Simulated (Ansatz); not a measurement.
The first iterations of a band of CH$_{5}$NSn (8 atoms, charge 0, multiplicity 1).

These are results of Ansatz, RKS PBE/def2-SVP, not measurements.

```
movable images  : 5
climbing image  : yes
spring          : 5.0 eV/Å²
optimiser       : quadratic models (default)
start path      : through a guess of the saddle point
force threshold : 0.05 eV/Å
iteration limit : 60
end points      : relaxed
```

Image 0:

```xyz
8
Properties=species:S:1:pos:R:3
C -0.804 0.960 -0.532
Sn 1.149 0.822 0.547
N 1.072 -1.228 0.670
H -1.235 -0.039 -0.749
H -0.671 1.508 -1.488
H -1.530 1.536 0.080
H 1.794 -1.801 1.117
H 0.317 -1.815 0.300
```

Image 6:

```xyz
8
Properties=species:S:1:pos:R:3
C -0.776 0.894 -0.672
Sn 1.385 0.334 -0.550
N 1.037 -1.157 0.820
H -1.064 1.111 -1.722
H -0.948 1.820 -0.082
H -1.434 0.095 -0.275
H 1.774 -1.739 1.230
H 0.118 -1.414 1.195
```

| iteration | highest image above the first end (eV) | largest band force component (eV/Å) |
| --- | --- | --- |
| 1 | 1.819 | 4.937 |
| 2 | 0.346 | 1.076 |
| 3 | 0.206 | 0.877 |

Q: Does the band converge within its limit, and where does its top end?

A: It converged. It ended after 10 iterations with the highest image 0.003 eV above the first end. The top lies less than 8 meV above the higher end, about what the thresholds resolve: that end is a shoulder or a very shallow well. A vibrational analysis at the climbing image gives one clearly imaginary mode, 41i cm⁻¹: a first-order saddle point.

Time of the run: 3.2 min on 1 thread of AMD EPYC 7R43 64-Core Processor (Zen 3), with other jobs on the host, peak memory 0.24 GiB.
